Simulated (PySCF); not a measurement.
Identify the unknown among the candidates.

All candidates are C3H13FOSi4.

| technique | computed result |
| --- | --- |
| 13C NMR | chemical shifts (computed TMS as zero) by class: 70.9 (1 C), 28.0 (1 C), 26.9 (1 C) ppm [GIAO PBE0/pcSseg-1] |
| 1H NMR | chemical shifts (computed TMS as zero) by class: 6.76 (1 H), 6.27 (1 H), 4.36 (1 H), 4.18 (1 H), 3.78 (1 H), 3.76 (1 H), 3.65 (1 H), 1.25 (3 H), 1.23 (3 H) ppm [GIAO PBE0/pcSseg-1] |
| NMR, other nuclei | isotropic shieldings of nuclei other than C and H, by class: 270 (1 O), 426 (1 F), 287 (1 Si), 333 (1 Si), 454 (1 Si), 461 (1 Si) ppm [GIAO PBE0/pcSseg-1] |
| Dipole | 1.21 D [PBE0/pcSseg-1] |
| Rotational structure | rotational constants A, B, C: 1.102, 0.599, 0.475 GHz [GFN2-xTB] |

Electronic properties: PySCF, gas phase, density fitting. Levels stand in brackets. One conformer (not necessarily the lowest) at the GFN2-xTB geometry, without solvent, vibrations or thermal averaging. NMR classes are plain means over equivalent atoms (diastereotopic ones count apart unless rotation or inversion swaps them), as if these changed places fast.

Question: Which candidate is it?
A. `CC(C)O[Si@@H]1[SiH2][SiH2][Si@@H]1F`
B. `F/C(=C/[SiH2]O[SiH3])[SiH2]C[SiH3]`
C. `F[C@@H]1[SiH2][SiH2]C[C@@H](O[SiH3])[SiH2]1`

Answer: A. It is `CC(C)O[Si@@H]1[SiH2][SiH2][Si@@H]1F`. Numbering: `[CH3:1][CH:2]([CH3:3])[O:4][Si@@H:5]1[SiH2:6][SiH2:7][Si@@H:8]1[F:9]`. Its formula, C3H13FOSi4, gives 1 degree of unsaturation: 1 ring and 0 π bonds in the structure found. 3 carbons fall into 3 classes; from least to most shielded: chain sp3 carbon bound to oxygen [C2] (70.9 ppm), methyl carbon [C1] (28.0 ppm), methyl carbon [C3] (26.9 ppm). Hydrogen classes from least to most shielded: 1 H on a fluorine-bound silicon, Si8 (6.76 ppm), 1 H on an oxygen-bound silicon, Si5 (6.27 ppm), 1 H on an SiH2 silicon, Si6 (4.36 ppm), 1 H on an SiH2 silicon, Si7 (4.18 ppm), 1 H on an SiH2 silicon, Si7 (3.78 ppm), 1 H on an SiH2 silicon, Si6 (3.76 ppm), 1 H on an sp3 carbon bound to oxygen, C2 (3.65 ppm), 3 H on a methyl carbon, C3 (1.25 ppm, a mean of values up to 0.8 ppm apart in this geometry), 3 H on a methyl carbon, C1 (1.23 ppm). The other shieldings belong to: 270 ppm, silyl ether oxygen [O4]; 426 ppm, silicon-bound fluorine [F9]; 287 ppm, fluorine-bound silicon [Si8]; 333 ppm, oxygen-bound silicon [Si5]; 454 ppm, SiH2 silicon [Si7]; 461 ppm, SiH2 silicon [Si6]. The optimised geometry has point group C1 and is an asymmetric top.

The others, at the same levels:
- `F[C@@H]1[SiH2][SiH2]C[C@@H](O[SiH3])[SiH2]1` fails: its computed 13C shifts are 79.3 (1 C), 66.3 (1 C), 19.0 (1 C) ppm, 1H shifts are 5.77 (1 H), 4.84 (3 H), 4.65 (1 H), 4.42 (1 H), 4.20 (1 H), 4.15 (1 H), 4.04 (1 H), 3.98 (1 H), 3.91 (1 H), 2.16 (1 H), 1.02 (1 H) ppm and rotational constant A is 1.028 GHz (against 1.102 GHz).
- `F/C(=C/[SiH2]O[SiH3])[SiH2]C[SiH3]` fails: its computed 13C shifts are 189.2 (1 C), 118.5 (1 C), -9.1 (1 C) ppm, 1H shifts are 5.70 (1 H), 5.42 (2 H), 5.12 (3 H), 4.49 (2 H), 4.05 (3 H), 0.31 (2 H) ppm and rotational constant A is 0.768 GHz (against 1.102 GHz).

Each candidate is one conformer, not necessarily the lowest. The conformers computed, where there is a choice (atom-mapped SMILES and torsion angles):
- `[CH3:1][CH:2]([CH3:3])[O:4][Si@@H:5]1[SiH2:6][SiH2:7][Si@@H:8]1[F:9]`: C1–C2–O4–Si5 -142°, C2–O4–Si5–Si6 40°
- `[F:1]/[C:2](=[CH:3]/[SiH2:4][O:5][SiH3:6])[SiH2:7][CH2:8][SiH3:9]`: C2–C3–Si4–O5 -14°, C3–Si4–O5–Si6 180°, F1–C2–Si7–C8 -103°, C2–Si7–C8–Si9 -178°

The conformers of `F[C@@H]1[SiH2][SiH2]C[C@@H](O[SiH3])[SiH2]1` aren't listed.
